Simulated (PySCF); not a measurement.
**Electron correlation in Cr²⁺ (chromium, charge +2)**

[Ar] 3d4, high-spin 5D determinant. Computed with PySCF 2.14 in an uncontracted even-tempered set (21 s from 0.054 bohr⁻², ratio 2.5; 14 p from 0.071 bohr⁻², ratio 2.5; 11 d from 0.071 bohr⁻², ratio 2.5; 5 f from 0.49 bohr⁻², ratio 2.7; 5 g from 0.74 bohr⁻², ratio 2.7), with scalar relativity by spin-free X2C-1e. Frozen: [Ne]; 12 electrons correlated; the 42 highest virtual orbitals of each spin left out.

MP2 pair energies summed by pair of shells (mhartree):

| pair | energy | share (%) |
| --- | --- | --- |
| 3p-3d | -173.28 | 40.7 |
| 3p-3p | -118.99 | 27.9 |
| 3s-3p | -48.63 | 11.4 |
| 3d-3d | -45.25 | 10.6 |
| 3s-3d | -32.64 | 7.7 |
| 3s-3s | -7.27 | 1.7 |

Total MP2 correlation energy: -426.06 mhartree.

Same-spin part -137.95 and opposite-spin part -288.11 mhartree; SCS-MP2 scales them by 1/3 and 6/5 to -391.72 mhartree.
